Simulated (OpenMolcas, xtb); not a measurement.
**How methods differ on GaSiH3F2 (SMILES [F][Ga]([F])[SiH3])**

GaSiH3F2 has 7 atoms, charge 0, and is taken as a singlet. SMILES: `[F][Ga]([F])[SiH3]`. The shape is that of a PBE0-D4/def2-TZVP optimisation.

Each level gives the vertical ionisation energy (to the doublet cation) (eV). The values are calculated.

| level | kind | program | value (eV) | less CCSD(T)/6-31G* |
| --- | --- | --- | --- | --- |
| GFN1-xTB | semi-empirical | xtb | 14.59 | +3.51 |
| HF/6-31G* (spherical functions) | Hartree–Fock | OpenMolcas | 10.92 | -0.16 |
| SVWN5/6-31G* (spherical functions) | LDA | OpenMolcas | 10.97 | -0.11 |
| BLYP/6-31G* (spherical functions) | GGA | OpenMolcas | 10.61 | -0.47 |
| revPBE/6-31G* (spherical functions) | GGA | OpenMolcas | 10.69 | -0.39 |
| r2SCAN/6-31G* (spherical functions) | meta-GGA | OpenMolcas | 11.00 | -0.08 |
| BHLYP/6-31G* (spherical functions) | global hybrid | OpenMolcas | 11.41 | +0.33 |
| CCSD(T)/6-31G* (spherical functions), open shells restricted | coupled cluster or CI | OpenMolcas | 11.08 | 0.00 |

CCSD(T)/6-31G* (spherical functions), open shells restricted is the highest level here, not the true value. All-electron rows without a relativistic Hamiltonian named are non-relativistic. The values span 10.61 to 14.59 eV. The xTB values lack the empirical shift that such differences need. In the correlated wave-function rows the outer d shell of Ga is correlated, in sets not made for it.
